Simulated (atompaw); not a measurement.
## Pseudopotential generation for Fe: PAW (atompaw), PBE, scalar-relativistic.

```
Element                 : Fe
Generator               : atompaw 4.2.0.5
Type                    : PAW
Functional              : PBE
Relativity              : scalar-relativistic
Frozen core             : [Ar]
Valence charge          : 8
Reference configuration : 3d6 4s1.75 4p0.25
Partial waves           : 4s (bound): rc 3.00 bohr; 4s channel at 3.25 Ry: rc 3.00 bohr; 4p (bound): rc 3.00 bohr; 4p channel at 5.2 Ry: rc 3.00 bohr; 3d (bound): rc 1.70 bohr; 3d channel at 0.3 Ry: rc 1.70 bohr
Local potential         : bessel scheme, radius 2.30 bohr
Core correction         : smooth core density matched at 2.24 bohr
Augmentation charge     : sinc compensation charge, radius 2.70 bohr; PAW radius 3.00 bohr; waves and projectors: custom rrkj gramschmidtortho
```

* Cutoffs needed: 35 Ry and 60 Ry (the cutoffs (Ry, on a coarse ladder) from which the occupation-weighted sum of valence levels, in a spherical-Bessel basis at the reference potential, stays within 10 and 1 mRy of its value at 400 Ry)
* Ghost test: no extra level below or beside the all-electron valence levels (s, p, d, f tested) (spherical-Bessel basis up to 400 Ry, 20 bohr box)
* Lowest eigenvalue of the overlap operator: 0.16 (s channel)
* Overlap eigenvalues printed by atompaw (projector basis): 0.0341, 0.0963, 0.589, 3.33, 4.38, 17.1
* Share of each valence orbital outside the PAW sphere: 4s 42 %, 4p 74 %, 3d 2 %
